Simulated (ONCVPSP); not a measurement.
## Configuration tests for Si (ONCV)

ONCVPSP 4.0.1 input, shortened (lines: element, Z, core and valence counts, functional; n l f; lmax; l rc ep ncon nbas qcut; lloc lpopt rc5 dvloc0; l nproj debl; icmod fcfact rcfact), LDA (Perdew-Wang 92), scalar-relativistic:

```
  Si 14.00    3    2  -001012      upf
    1    0    2.00
    2    0    2.00
    2    1    6.00
    3    0    2.00
    3    1    2.00
    1
    0    1.55    0.00    3    7    3.40
    1    1.55    0.00    4    7    6.40
    0    5    1.55    0.00
    0    0    0.50
    1    2    2.70
    3    2.50    1.75
```

Energies are relative to the spin-unpolarised reference configuration 3s2 3p2; without spin polarisation the order of configurations can differ from experiment.

Problem. Give the all-electron excitation energy and the error of the potential for: 3s2 3p1; 3s2 3p0; 3s1 3p0; 3s0 3p4.

Solution.

```tsv
valence configuration	charge	ΔE all-electron (eV)	error AE − PS (meV)
3s2 3p1	+1	7.823	-3.1
3s2 3p0	+2	23.930	-21
3s1 3p0	+3	58.069	-120
3s0 3p4	0	13.781	-6.7
```

Levels in the configuration 3s0 3p4:

```tsv
level	all-electron (eV)	pseudo (eV)
3p	-5.258	-5.260
```
